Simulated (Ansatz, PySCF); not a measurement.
ZrF4, SMILES [F][Zr]([F])([F])[F], multiplicity 1. Atoms are numbered in the order given.

```xyz
5

Zr     0.0000     0.0000     0.0000
F     -1.0993     1.0993    -1.0993
F      1.0993     1.0993     1.0993
F      1.0993    -1.0993    -1.0993
F     -1.0993    -1.0993     1.0993
```

Geometry optimised at B3LYP-D3(BJ)/def2-SVP. The spin state was assumed, not searched. The isomer is the one that the SMILES or the coordinates give; other isomers of the formula were not compared. The def2 effective core potentials stand for the cores of Zr; spin–orbit coupling is left out.

Two levels are set side by side: PBE-D3(BJ)/def2-SVP (Ansatz, a program for electronic structure) and B3LYP-D3(BJ)/def2-SVP (Ansatz). Each level has its own optimised geometry; the coordinates shown are those of the second. Frequencies come from the Hessian of PySCF at each geometry. Differences are taken from unrounded values.

```json
[
 {"quantity": "mean bond length (Å)", "B3LYP-D3(BJ)": "1.904", "PBE-D3(BJ)": "1.909", "PBE-D3(BJ) minus B3LYP-D3(BJ)": "0.005"},
 {"quantity": "bond Zr1–F2 (Å)", "B3LYP-D3(BJ)": "1.904", "PBE-D3(BJ)": "1.909", "PBE-D3(BJ) minus B3LYP-D3(BJ)": "0.005"},
 {"quantity": "bond Zr1–F3 (Å)", "B3LYP-D3(BJ)": "1.904", "PBE-D3(BJ)": "1.909", "PBE-D3(BJ) minus B3LYP-D3(BJ)": "0.005"},
 {"quantity": "bond Zr1–F4 (Å)", "B3LYP-D3(BJ)": "1.904", "PBE-D3(BJ)": "1.909", "PBE-D3(BJ) minus B3LYP-D3(BJ)": "0.005"},
 {"quantity": "bond Zr1–F5 (Å)", "B3LYP-D3(BJ)": "1.904", "PBE-D3(BJ)": "1.909", "PBE-D3(BJ) minus B3LYP-D3(BJ)": "0.005"},
 {"quantity": "highest harmonic wavenumber (cm⁻¹)", "B3LYP-D3(BJ)": "704", "PBE-D3(BJ)": "690", "PBE-D3(BJ) minus B3LYP-D3(BJ)": "-14"},
 {"quantity": "mean harmonic wavenumber (cm⁻¹)", "B3LYP-D3(BJ)": "401", "PBE-D3(BJ)": "392", "PBE-D3(BJ) minus B3LYP-D3(BJ)": "-9"},
 {"quantity": "zero-point energy (kcal/mol)", "B3LYP-D3(BJ)": "5.16", "PBE-D3(BJ)": "5.05", "PBE-D3(BJ) minus B3LYP-D3(BJ)": "-0.12"}
]
```
